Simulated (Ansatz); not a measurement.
The cluster Si6O⁺. The state is a doublet with charge 1. Geometry r2SCAN-D4/def2-SVP; atoms count from 1.

```xyz
7

O    -1.997    0.704    0.772
Si    1.575   -0.651    1.124
Si   -3.386    1.232    1.305
Si    1.303    0.959   -0.919
Si    0.315   -1.405   -1.453
Si   -0.448    0.059    0.199
Si    2.637   -0.897   -1.029
```

The structure comes from a short search, and lower isomers may exist.

**Question.** Estimate the Mulliken populations from the PBE0/def2-TZVP orbitals of Ansatz.

**Answer.** 
```csv
atom,charge (e),spin (α − β)
O1,-0.27,0.00
Si2,0.11,0.24
Si3,0.77,0.00
Si4,0.07,0.45
Si5,0.11,0.24
Si6,0.13,0.02
Si7,0.09,0.05
```
Mulliken values and Mayer orders depend strongly on the basis.

**Question.** Where does the spin sit?

**Answer.** Summed by element: O 0.00, Si 1.00, of 1 unpaired in all. Largest on single atoms: Si4 0.45, Si5 0.24, Si2 0.24.

**Question.** And the Mayer bond orders between bonded heavy atoms (over 0.3)?

**Answer.** O1–Si3 1.70 (1.58 Å); O1–Si6 0.76 (1.77 Å); Si2–Si4 0.67 (2.62 Å); Si2–Si6 0.90 (2.34 Å); Si2–Si7 0.80 (2.41 Å); Si4–Si5 0.67 (2.62 Å); Si4–Si6 0.97 (2.26 Å); Si4–Si7 0.97 (2.29 Å); Si5–Si6 0.90 (2.34 Å); Si5–Si7 0.80 (2.41 Å). Values over 0.3 also appear between atoms too far apart for a bond (Si2–Si5 0.46 at 2.97 Å; Si6–Si7 0.41 at 3.46 Å); they arise where an orbital or an unpaired electron spreads over both atoms.
